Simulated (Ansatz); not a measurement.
This geometry of BClFHO + ClH (7 atoms, charge 0, multiplicity 1) is a first-order saddle point.

Theory: RKS PBE0-D4/def2-SVP in Ansatz.

```xyz
7
Properties=species:S:1:pos:R:3
B 0.095 0.139 0.123
O 0.060 -0.076 1.584
H -0.834 -0.331 1.858
Cl 1.565 -0.381 -0.695
F -1.082 -0.016 -0.473
Cl 0.285 2.294 0.602
H 0.182 1.178 1.626
```

(1) Which two structures does it join? (They come from a converged band through this point; their orientation in space is the band's.)

(2) How far does it lie above each of them?

## Answers

(1) Bonds broken: Cl6–H7. Bonds formed: B1–Cl6, O2–H7. BClFHO + ClH becomes BCl2FH2O.

First end point:

```xyz
7
Properties=species:S:1:pos:R:3
B -0.112 -0.469 -0.033
O -0.206 0.000 1.230
H -1.056 -0.184 1.649
Cl 1.351 -0.197 -0.943
F -1.117 -1.130 -0.582
Cl 0.834 3.027 1.672
H 0.577 1.759 1.632
```

Last end point:

```xyz
7
Properties=species:S:1:pos:R:3
B 0.137 0.480 0.020
O 0.082 -0.006 1.629
H -0.757 -0.478 1.753
Cl 1.510 -0.410 -0.714
F -1.092 0.114 -0.411
Cl 0.357 2.286 0.209
H 0.034 0.821 2.138
```

(2) 82.0 kJ/mol above the first and 66.6 kJ/mol above the second. This is the barrier of this one path; another mechanism may lie lower. The orbitals stay closed-shell, which can raise the energy where a bond breaks towards radicals; this wasn't checked here.

The run took 2.6 min on 2 threads of Arm Neoverse V1, on a shared host, peak memory 0.18 GiB.
